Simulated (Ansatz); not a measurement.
Ansatz (a quantum-chemistry and plane-wave program) input:
A basis named .json is the Basis Set Exchange file of that set.

Ansatz 0.2 input:
```yaml
crystal:
  periodic: [false, false, false]
  atoms:
    - {symbol: C, position_ang: [1.76498718, -0.01523635, -0.70131323]}
    - {symbol: Si, position_ang: [0.15870018, 0.00402150, -0.01508155]}
    - {symbol: C, position_ang: [-0.80482382, -1.61625351, -0.28930116]}
    - {symbol: C, position_ang: [-0.91528823, 1.45054746, -0.63393333]}
    - {symbol: F, position_ang: [-0.09530044, 0.18088228, 1.64017549]}
    - {symbol: H, position_ang: [2.39382975, -0.90187514, -0.63721467]}
    - {symbol: H, position_ang: [2.32871347, 0.90593493, -0.84036757]}
    - {symbol: H, position_ang: [-1.07356394, -1.73847893, -1.34156311]}
    - {symbol: H, position_ang: [-0.18413358, -2.47237458, -0.00654312]}
    - {symbol: H, position_ang: [-1.71981335, -1.65511855, 0.31064982]}
    - {symbol: H, position_ang: [-0.35927096, 2.38992890, -0.55294513]}
    - {symbol: H, position_ang: [-1.18362319, 1.31707364, -1.68493124]}
    - {symbol: H, position_ang: [-1.83548761, 1.55632266, -0.05023632]}
basis:
  gaussian:
    orbitals: cc-pwCVTZ.json
total_charge: -1
magnetization: {spin_polarized: false}
correlation: {method: ccsd_t, electrons: outside_noble_gas}
```

Question: Which total energy does the run end on?

Answer: -507.80105 Eh (CCSD(T)/cc-pwCVTZ).

It need not be the lowest isomer of its formula. Whether it binds its extra electron was not tested at this geometry.
